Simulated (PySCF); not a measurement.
Ho(III) with more and more NH2

Computed with PySCF 2.14.0, PBE0, def2-SVP on the ligands, density fitting, scalar-relativistic core potentials, no spin-orbit coupling, vacuum. The metal has lcecp-1-SVP with ECP56. Each complex is relaxed within the symmetry of its template. Distances are means of the shortest metal–ligand contacts, charges and spins Mulliken's; removal energies are rigid, with the ligand's formal charge and no counterpoise, so too large; for an anion taken off a cation in vacuum most of it is the attraction of opposite charges, and multiply charged cations can part far more cheaply with an electron moved from ligand to metal. lcecp potentials hold a fixed number of 4f electrons in the core, out of states, spins and gaps.

Problem. Order these by the metal–ligand distance, lowest first.
A. [Ho(NH2)4]−
B. [Ho(NH2)2]+
C. Ho(NH2)3

Solution. B (2.059), C (2.163), A (2.241).

Problem. What else do they give?

Solution. 
| complex | point group | M–NH2 (Å) | charge on M (e) | dipole (D) | removal of one NH2 (eV) | strongest infrared band, degenerate modes summed (cm⁻¹) | unstable modes (below −25 cm⁻¹) |
| --- | --- | --- | --- | --- | --- | --- | --- |
| [Ho(NH2)2]+ | C2v | 2.059 | 1.20 | – | 17.24 | 628 | 0 |
| Ho(NH2)3 | nearly D3h | 2.163 | 0.90 | 0.04 | 10.75 | – | not given |
| [Ho(NH2)4]− | S4 | 2.241 | 0.62 | – | 5.28 | – | not given |

The more ligands, the longer each bond and the weaker the last ligand is held.

Moved off a saddle point of the template and relaxed again: [Ho(NH2)2]+, Ho(NH2)3, [Ho(NH2)4]−. One start shape was tried for each, so a minimum needn't be the lowest isomer.
